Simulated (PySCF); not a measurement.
Stretching RhO

Set-up: Rh x2c-TZVPPall, O x2c-TZVPPall; spin-free X2C with a Gaussian nucleus (PySCF 2.14). Energies in eV from Rh (4d8 5s1) + O in their ground configurations at the same level. State: ⁴Σ⁻ (quartet), unpaired electrons σ ↑, π ↑↑.

All columns are PBE0. A positive dipole means Rh(−)O(+).

| R (Å) | E (eV) | μ (D) | Mulliken charge on Rh (basis-dependent) | HOMO (eV) | LUMO (eV) | Mayer bond order | ⟨S²⟩ |
| --- | --- | --- | --- | --- | --- | --- | --- |
| 1.455 | -2.348 | -1.87 | 0.45 | -5.96 | -2.89 | 2.25 | 3.75 |
| 1.523 | -3.311 | -2.49 | 0.44 | -6.07 | -2.95 | 2.19 | 3.76 |
| 1.591 | -3.828 | -3.08 | 0.42 | -6.18 | -3.00 | 2.15 | 3.76 |
| 1.641 | -4.006 | -3.47 | 0.41 | -6.27 | -3.02 | 2.11 | 3.76 |
| 1.692 | -4.053 | -3.81 | 0.40 | -6.36 | -3.04 | 2.08 | 3.76 |
| 1.743 | -4.003 | -4.11 | 0.39 | -6.46 | -3.06 | 2.04 | 3.76 |
| 1.810 | -3.829 | -4.41 | 0.39 | -6.59 | -3.08 | 1.99 | 3.76 |
| 1.895 | -3.500 | -4.65 | 0.38 | -6.57 | -3.09 | 1.92 | 3.77 |
| 1.997 | -3.022 | -4.77 | 0.37 | -6.46 | -3.08 | 1.81 | 3.77 |
| 2.132 | -2.360 | -4.69 | 0.35 | -6.29 | -3.04 | 1.64 | 3.78 |

A fit through these points gives, at Re = 1.689 Å, μ = -3.79 D and dμ/dR = -6.37 D/Å; the reduced mass is 13.84 u.

Question: How strong is the fundamental in the double-harmonic approximation, I = 42.26·(dμ/dR)²/μred km/mol?

Answer: I = 42.26·(-6.37)²/13.84 = 124 km/mol at PBE0.

The metal atom is held in its measured ground configuration; semilocal functionals can put another filling of s and d lower by some tenths of an eV, and De to that atom would be smaller. These are scalar-relativistic numbers at best; spin–orbit coupling would shift them, the dissociation energy most. The state is the lowest single determinant that the PBE0 search found; with open d or f shells the true ground state can be another one.
